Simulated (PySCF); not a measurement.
C₇H₁₄N₂.
Numbering: `[CH3:1][CH2:2][N:3]([CH3:4])/[N:5]=[CH:6]\[CH:7]1[CH2:8][CH2:9]1`

Structure used (GFN2-xTB), in Å, numbered top down from 1:
```
atom  x, y, z in Å
C1    -3.0762    0.7875    0.8390
C2    -2.4479   -0.6061    0.7890
N3    -1.1441   -0.6238    0.1623
C4    -1.0926   -0.3421   -1.2560
N5    -0.1535   -0.4554    1.0292
C6     1.0701   -0.1807    0.8375
C7     1.8851    0.1296   -0.3582
C8     3.1802    0.8699   -0.1527
C9     3.2096   -0.5774   -0.5177
H10   -2.4173    1.4690    1.3716
H11   -3.2427    1.1748   -0.1639
H12   -4.0306    0.7477    1.3571
H13   -3.1039   -1.2946    0.2467
H14   -2.3075   -0.9788    1.8046
H15   -0.9160    0.7182   -1.4719
H16   -2.0468   -0.6307   -1.6935
H17   -0.3081   -0.9413   -1.7205
H18    1.6417   -0.1937    1.7611
H19    1.3560    0.3553   -1.2720
H20    3.4750    1.5964   -0.8955
H21    3.4482    1.1469    0.8559
H22    3.4921   -1.2886    0.2439
H23    3.5241   -0.8551   -1.5128
```

NICS = −σ at a ghost point: NICS(0) at the centroid of the ring atoms, NICS(1) 1 Å to either side along the normal of their mean plane, zz for the tensor component along that normal. Level: GIAO PBE0/pcSseg-1 (PySCF, non-relativistic, gas phase) on the GFN2-xTB geometry, one conformer.

Ring bond lengths (Å), with Mayer bond orders in brackets: C7–C8 1.506 (0.94), C8–C9 1.493 (0.97), C9–C7 1.510 (0.93).

Question: Give the NICS values of each ring in ppm.

Answer: 
```
    ring                                            type  NICS(0)  NICS(1), two faces  NICS(1)zz, two faces  rms pucker (Å)  centre to ring atoms, mean (Å)
C7–C8–C9  3-membered carbocycle; formal bonds all single    -42.8         -8.8 / -8.5         -23.2 / -22.2            0.00                            0.87
```

Question: What can be read from them?

Answer: 
- C7–C8–C9: mean NICS(1)zz -22.7 ppm, shielded. C7, C8, C9 have four or more neighbours, and the NICS criterion for π rings isn't applied. NICS(0) lies 34 ppm below the mean NICS(1).

Question: At the second NICS(1) probe listed for ring C7–C8–C9, 1 Å off the ring, what do the in-plane components average?

Answer: The isotropic value is a third of the trace: (3 × -8.5 − (-22.2))/2 = -1.7 ppm.

The run took about 2.1 min of CPU time (one thread, shared machine). This is the whole shielding run at PBE0/pcSseg-1, SCF included.
